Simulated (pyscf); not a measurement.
F–SiH(F)–Si(F)(F)–F (SMILES F[SiH](F)[Si](F)(F)F), singlet

Gas-phase minimum from PySCF at ωB97X-D3(BJ)/def2-SVP, one conformer. 

```
Si
F 1 1.6054
F 1 1.6078 2 107.88
F 1 1.6078 2 108.12 3 116.18
Si 1 2.3175 2 112.16 3 -122.28
F 5 1.6154 1 107.67 2 56.69
F 5 1.6158 6 108.43 1 115.74
H 5 1.4774 6 109.12 7 118.80
```

Properties at ωB97X-D3(BJ)/def2-SVP:

```yaml
harmonic_wavenumbers_unscaled: 27, 87, 105, 199, 203, 290, 310, 322, 354, 521, 811, 835, 850, 926, 978, 988, 991, 2332 cm⁻¹
zero_point_energy: 15.9 kcal/mol
rotational_symmetry_number: 1
Entropy of this conformer at 298 K and 1 atm, rigid rotor and harmonic oscillator, modes under 100 cm⁻¹ raised to 100: 382.4 J/(mol K)
dipole_moment: 1.56 D
```

Single-point totals, which compare only within one level:

| level | total energy (hartree) |
|---|---|
| ωB97X-D3(BJ)/def2-TZVP | -1079.45443 |
| PBE/def2-TZVP | -1078.61836 |
| r²SCAN/def2-TZVP | -1079.13961 |
| B3LYP-D3(BJ)/def2-TZVP | -1079.43926 |
| PBE0-D3(BJ)/def2-TZVP | -1078.67368 |
| M06-2X/def2-TZVP | -1079.18922 |
| ωB97M-D3(BJ)/def2-TZVP | -1079.55694 |

The lowest mode is so soft that the shape along it may change with the basis. Soft torsions are taken as harmonic, which can shift the entropy by several J/(mol K).
